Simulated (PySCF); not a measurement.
Atomic charges by several schemes

6-chloro-2-hydroxypyridine, C5H4ClNO.
SMILES with atom numbers: `[OH:1][c:2]1[cH:3][cH:4][cH:5][c:6]([Cl:7])[n:8]1` (hydrogens: H9 on O1; H10 on C3; H11 on C4; H12 on C5)

Cartesian coordinates in Å at the GFN2-xTB level; atoms count from 1:
```xyz
12
C5H4ClNO angstrom
O     -2.186   -1.103   -0.636
C     -1.028   -0.526   -0.296
C     -0.693    0.732   -0.802
C      0.515    1.278   -0.417
C      1.349    0.578    0.445
C      0.910   -0.660    0.881
Cl     1.876   -1.597    1.951
N     -0.240   -1.201    0.527
H     -2.239   -1.961   -0.191
H     -1.372    1.236   -1.468
H      0.813    2.248   -0.785
H      2.298    0.973    0.767
```

Density: PBE0/pcSseg-1 (PySCF); schemes: Mulliken, IAO, Hirshfeld and ESP-fitted. Geometry: GFN2-xTB, one conformer, isolated molecule.

Question: Do the Mulliken, IAO, Hirshfeld and ESP-fitted schemes agree on where the charge is lowest?

Answer: The schemes don't all agree: Mulliken N8 (-0.491); IAO O1 (-0.465); Hirshfeld N8 (-0.191); ESP-fitted N8 (-0.773).

Question: At which atom do the 4 schemes differ most?

Answer: At C2: from +0.142 (Hirshfeld) to +0.996 e (ESP-fitted), 0.854 e apart.

Question: Give the atomic charges in each scheme.

Answer: In e:

```tsv
atom	environment	Mulliken	IAO	Hirshfeld	ESP-fitted
O1	phenol-type oxygen	-0.369	-0.465	-0.177	-0.652
C2	aromatic carbon bearing oxygen	+0.446	+0.347	+0.142	+0.996
C3	aromatic CH carbon	-0.166	-0.223	-0.072	-0.718
C4	aromatic CH carbon	+0.015	-0.107	-0.023	+0.252
C5	aromatic CH carbon	-0.063	-0.217	-0.079	-0.529
C6	aromatic C–Cl carbon	+0.134	+0.125	+0.075	+0.529
Cl7	aryl chlorine	-0.067	-0.015	-0.033	-0.113
N8	pyridine-type nitrogen	-0.491	-0.335	-0.191	-0.773
H9	phenol-type hydroxyl hydrogen	+0.244	+0.376	+0.183	+0.441
H10	aromatic hydrogen	+0.107	+0.173	+0.057	+0.261
H11	aromatic hydrogen	+0.108	+0.168	+0.065	+0.110
H12	aromatic hydrogen	+0.100	+0.172	+0.053	+0.197
```

Mean size of the charges over all atoms: ESP-fitted 0.464 e, IAO 0.227 e, Mulliken 0.192 e, Hirshfeld 0.096 e. Each set sums to the total charge, 0, to within 0.001 e. The Hirshfeld scheme divides the density at each point in proportion to the densities of the neutral, spherically averaged free atoms. The Mulliken scheme gives each basis function's population to the atom it is centred on and halves the overlap population of two atoms between them.

Question: How many electrons does the Hirshfeld scheme count on Cl7?

Answer: Z − q = 17 − (-0.033) = 17.033.

Question: Sum the charges by element, for elements with more than one atom.

Answer: 
```json
{"element": "C", "atoms": "5", "Mulliken": "+0.366", "IAO": "-0.075", "Hirshfeld": "+0.043", "ESP-fitted": "+0.530"}
{"element": "H", "atoms": "4", "Mulliken": "+0.559", "IAO": "+0.889", "Hirshfeld": "+0.358", "ESP-fitted": "+1.008"}
```
